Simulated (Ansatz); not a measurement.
A nudged elastic band was laid between two geometries of Cl2H2OSn (6 atoms, charge 0, multiplicity 1).

Computed with Ansatz, RKS PBE-D4/def2-SVP.

| Quantity | Value |
| --- | --- |
| movable images | 5 |
| climbing image | yes |
| spring | 5.0 eV/Å² |
| optimiser | quadratic models (default) |
| start path | through a guess of the saddle point |
| force threshold | 0.05 eV/Å |
| iteration limit | 60 |
| end points | relaxed |

First end point:

```xyz
6
Properties=species:S:1:pos:R:3
Sn 0.425 -0.025 0.037
O 0.736 -0.111 2.000
H -0.116 -0.143 2.480
H 1.957 0.028 -0.732
Cl -0.894 1.870 -0.455
Cl -0.848 -1.901 -0.626
```

Last end point:

```xyz
6
Properties=species:S:1:pos:R:3
Sn 0.614 0.539 -0.943
O 1.084 -0.113 1.330
H 0.317 0.408 1.682
H 0.702 -1.017 1.193
Cl -1.192 1.671 0.310
Cl -0.267 -1.770 -0.867
```

Q: What changes between the two ends?

A: Bonds broken: Sn1–H4. Bonds formed: O2–H4.

Q: What energy profile does the band end with?

A: The run converged. The highest image is number 2 of 0 to 6, 139.7 kJ/mol above the first end and 269.7 kJ/mol above the last; the last end lies 130.0 kJ/mol below the first. Neighbouring images differ by up to 2.4 eV, so the band resolves the path poorly. A vibrational analysis at the climbing image gives one clearly imaginary mode, 1009i cm⁻¹: a first-order saddle point. The orbitals stay closed-shell, which can raise the energy where a bond breaks towards radicals; this wasn't checked here.

| image | path coordinate (Å) | energy (kJ/mol) | Sn1–H4 (Å) | O2–H4 (Å) |
| --- | --- | --- | --- | --- |
| 0 | 0.00 | 0.0 | 1.71 | 3.00 |
| 1 | 1.03 | 18.7 | 1.71 | 2.80 |
| 2 | 2.05 | 139.7 | 1.78 | 1.70 |
| 3 | 3.04 | -88.0 | 2.56 | 0.98 |
| 4 | 4.03 | -112.1 | 2.98 | 0.98 |
| 5 | 5.01 | -114.7 | 2.86 | 0.98 |
| 6 | 6.00 | -130.0 | 2.64 | 0.99 |

Q: What is the geometry of the highest image?

A: 
```xyz
6
Properties=species:S:1:pos:R:3
Sn 0.262 0.096 -0.340
O 0.799 0.180 1.723
H 0.584 -0.633 2.232
H 1.863 -0.068 0.421
Cl -1.128 1.977 -0.779
Cl -1.122 -1.832 -0.552
```

The band took 15 iterations and roughly 2.7 core-minutes.

Run time: 84 s on 2 threads of Arm Neoverse V2, on a shared host, peak memory 0.13 GiB.
